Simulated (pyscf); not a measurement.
Optimised with ωB97X-D3(BJ)/def2-SVP in PySCF.

SMILES: [CH3][Ga]([CH3])[O][Zn][OH]
```xyz
13

C     -2.0022     0.4433     0.8279
Ga    -0.2192     0.3992    -0.0147
C      0.2992     1.2183    -1.7198
O      1.0645    -0.4867     0.8431
Zn     0.9237    -1.4629     2.3001
O      0.7475    -2.5028     3.7219
H     -2.0567    -0.1870     1.7301
H     -2.7796     0.1036     0.1240
H     -2.2598     1.4754     1.1197
H      0.1197     0.5014    -2.5390
H      1.3726     1.4608    -1.7194
H     -0.2774     2.1293    -1.9429
H      1.4817    -2.4666     4.3439
```

**Question.** How much does it cost (ΔH, 298 K, ωB97M-D3(BJ)/def2-TZVP) to split H₃C–Ga(CH₃)–O–Zn–OH at its Ga–O bond into [H₃C–Ga–CH₃]• + •O–Zn–OH?

**Answer.** Ga–O to [H₃C–Ga–CH₃]• + •O–Zn–OH: 4.69 eV. The 7 functionals that were run give +4.57 (B3LYP-D3(BJ)) to +4.84 eV (M06-2X). The radicals are drawn with the spin at the cut bond; how far it spreads was not checked. Other isomers of [H₃C–Ga–CH₃]•, •O–Zn–OH were not searched in full and may lie lower. Elements up to Kr have no core potential and no relativistic terms here.
